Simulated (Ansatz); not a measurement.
Job for Ansatz (an electronic-structure program): R-PBE0/def2-TZVPPD on H3N3 (a complex), monomers drawn apart or pushed together. Files ending in .json are basis or fitting sets from the Basis Set Exchange.

Ansatz 0.2 input:
```yaml
crystal:
  periodic: [false, false, false]
  atoms:
    - {symbol: N, position_ang: [-0.15989024, 0.18569666, -0.16589829]}
    - {symbol: H, position_ang: [-0.38509107, 0.33453743, -1.14295921]}
    - {symbol: H, position_ang: [0.76478673, 0.56906909, -0.00636693]}
    - {symbol: H, position_ang: [-0.09523295, -0.81509797, -0.01874501]}
    - {symbol: N, position_ang: [0.50889496, -0.37418028, 3.42929965]}
    - {symbol: N, position_ang: [-0.19964532, 0.09285009, 4.11440041]}
basis:
  gaussian:
    orbitals: def2-TZVPPD.json
hamiltonian:
  xc: {name: PBE0}
scf: {lower_state_search: off}
```

### Question
What total energy does the run end on?

### Answer
-165.9646 hartree.
